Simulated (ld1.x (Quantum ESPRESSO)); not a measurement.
**u(r) = r·R(r): atom against pseudo-atom (Co (Z = 27))**

Columns: radius, all-electron u(r) and pseudo u(r) of the 3d shell (level -8.20 eV) of cobalt in the configuration [Ar] 3d7 4s2 4p0; PBE, scalar-relativistic, TM semilocal scheme, ld1.x (Quantum ESPRESSO) 7.5.

| r (bohr) | all-electron | pseudo |
| --- | --- | --- |
| 0.152 | 0.1952 | 0.0459 |
| 0.305 | 0.5863 | 0.2990 |
| 0.458 | 0.8469 | 0.7002 |
| 0.610 | 0.9463 | 0.9954 |
| 0.762 | 0.9393 | 1.0554 |
| 0.915 | 0.8784 | 0.9563 |
| 1.068 | 0.7966 | 0.8234 |
| 1.220 | 0.7114 | 0.7151 |
| 1.372 | 0.6300 | 0.6300 |
| 1.525 | 0.5551 | 0.5551 |
| 1.678 | 0.4882 | 0.4882 |
| 1.830 | 0.4295 | 0.4295 |
| 1.982 | 0.3780 | 0.3780 |
| 2.135 | 0.3325 | 0.3325 |
| 2.288 | 0.2927 | 0.2927 |
| 2.440 | 0.2581 | 0.2581 |
| 2.592 | 0.2277 | 0.2277 |
| 2.745 | 0.2008 | 0.2008 |
| 2.898 | 0.1771 | 0.1771 |
| 3.050 | 0.1563 | 0.1563 |
| 3.202 | 0.1381 | 0.1381 |
| 3.355 | 0.1219 | 0.1219 |
| 3.508 | 0.1075 | 0.1075 |
| 3.660 | 0.0950 | 0.0950 |
| 3.812 | 0.0840 | 0.0840 |
| 3.965 | 0.0741 | 0.0741 |

Task: How many radial nodes do the two functions have?

Result: The all-electron 3d function has n − l − 1 = 0; the pseudo-wave has 0.

Task: At about which radius was the pseudo-wave matched?

Result: 1.45 bohr, where the columns begin to agree (steps of 0.15 bohr).

Task: Where does each function peak?

Result: Outermost all-electron maximum near 0.61 bohr, pseudo maximum near 0.76 bohr (to the table’s step).

Task: Is the pseudo-wave norm-conserving?

Result: Yes: the TM semilocal scheme keeps the norm inside the radius equal to the all-electron one, which fixes the energy derivative of the logarithmic derivative at the level.
